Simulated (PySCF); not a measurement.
Ga(NCO)(OH)2 (CH2GaNO3), SMILES O=C=[N][Ga]([OH])[OH]. Heavy atoms are numbered as in [Ga:1]([N:2]=[C:3]=[O:4])([OH:5])[OH:7]. Hydrogens are named by the atom that carries them.

Geometry optimised at r2SCAN-D4/def2-SVP. The values are those of a single conformer.

All values below come from PBE/pcSseg-1 (PySCF).

GIAO shieldings, no solvent; atoms alike by connectivity are averaged. δ = σ(ref) − σ: ¹⁵N against NH3 (σ = 267.0 ppm); ¹³C against TMS (σ = 182.0 ppm); ¹⁷O against H2O (σ = 334.3 ppm); ¹H against TMS (σ = 31.49 ppm), references at their B3LYP-D3(BJ)/def2-TZVP geometries, non-relativistic.

| nucleus | atoms | count | δ (ppm) |
|---|---|---|---|
| ¹⁵N | N2 | 1 | 51.8 |
| ¹³C | C3 | 1 | 123.2 |
| ¹⁷O | O4 | 1 | 138.9 |
| ¹⁷O | O5 (OH) | 2 | 57.5 |
| ¹H | H on O5 | 2 | 2.31 |
